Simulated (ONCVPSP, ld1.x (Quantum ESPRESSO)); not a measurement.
**Potentials for chlorine (Cl) compared**

Generated with ld1.x 7.5 (TM, RRKJ, ultrasoft, PAW), atompaw 4.2 or ONCVPSP 4.0.1. The cutoff is in Ry: for ld1.x and atompaw files where the sum of valence levels is converged to 10 mRy in a Bessel basis, for ONCV files where the hardest occupied wave has 1 mHa per electron of residual kinetic energy. The error is the largest all-electron minus pseudo excitation energy over each file’s own four to seven test configurations (ionisations up to +4, promotions, holes and added fractions of an electron), all of which were solved. The labels leave out finer settings (local radius, basis sizes, second energies), which also bear on the numbers. Spin-polarised tests are not counted. The rows are a selection from randomly drawn settings: files with unsolved tests, undetermined cutoffs or missed reference levels are left out.

A true bound ghost makes a file unfit for plane-wave use even where its test errors are small: the radial tests pick states by their node count and pass the ghost by.

| potential | cutoff (Ry) | largest error (meV) | bound ghosts |
| --- | --- | --- | --- |
| ONCV, Wu-Cohen, scalar-relativistic, rc 1.25/1.40 (sp), local smoothed, core correction yes, reference 3s2 3p3, qcut 4/7, projectors 1/2 | 157 | +30 | none |
| ultrasoft, PW91, non-relativistic, rc 1.15/1.35 (sp), local smoothed, core correction no, reference 3s2 3p5 | 30 | +141 | none |
| RRKJ, LDA (PZ), scalar-relativistic, rc 1.40/1.30/1.20 (spd), local smoothed, core correction no, reference 3s1 3p6 | 60 | +380 | none |
| ONCV, PBE, scalar-relativistic, rc 0.80/0.80/0.90 (spd), local smoothed, core correction no, reference 2s2 2p6 3s2 3p3.5, qcut 11.4/18.6/11.1, projectors 2/2/3 | 274 | +3.6 | none |

Problem. Fill in the row for Cl: TM semilocal, PBE, scalar-relativistic, rc 1.00/1.25/1.35 (spd), local p, core correction no, reference 3s2 3p5.

Solution. cutoff 120 Ry, largest error +237 meV, bound ghosts: none.

Problem. Fill in the row for Cl: ONCV, LDA (Perdew-Zunger), scalar-relativistic, rc 0.95/0.95 (sp), local p, core correction yes, reference 3s2 3p5, qcut 6.7/8.8, projectors 3/0.

Solution. cutoff 292 Ry, largest error +55 meV, bound ghosts: s.

Problem. Fill in the row for Cl: ONCV, PBE, scalar-relativistic, rc 1.00/1.35 (sp), local smoothed, core correction yes, reference 3s1.5 3p5.5, qcut 6.5/5.6, projectors 2/3.

Solution. cutoff 94 Ry, largest error -46 meV, bound ghosts: s.
